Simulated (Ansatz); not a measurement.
Z-matrix (Å, degrees):
```
C
O 1 1.436
S 1 1.799 2 113.7
Si 1 1.938 2 100.7 3 -117.4
H 1 1.091 2 108.3 3 121.6
Si 2 1.680 1 106.9 3 107.8
H 3 1.346 1 97.3 2 64.9
H 4 1.485 1 115.0 2 125.4
H 4 1.486 1 113.0 2 -107.3
H 6 1.486 2 111.0 1 127.9
H 6 1.487 2 113.2 1 -110.3
```

Charge 0, multiplicity 1.

Question: List the r2SCAN/def2-TZVPP orbital energies in eV (the Gaussian-basis code of Ansatz). (Best estimate.)

Answer: The calculation gave: Occupied: -2409.21, -1791.65, -1791.21, -516.02, -275.38, -213.62, -157.72, -157.62, -157.47, -142.04, -141.71, -96.94, -96.88, -96.86, -96.59, -96.55, -96.54, -26.92, -20.03, -16.34, -14.83, -12.57, -12.07, -11.61, -10.86, -9.59, -9.17, -8.82, -7.31, -7.21, -6.96, -6.23. Lowest empty: -1.03, -0.97, -0.71, 0.10, 0.86, 0.98, 1.51, 1.68.
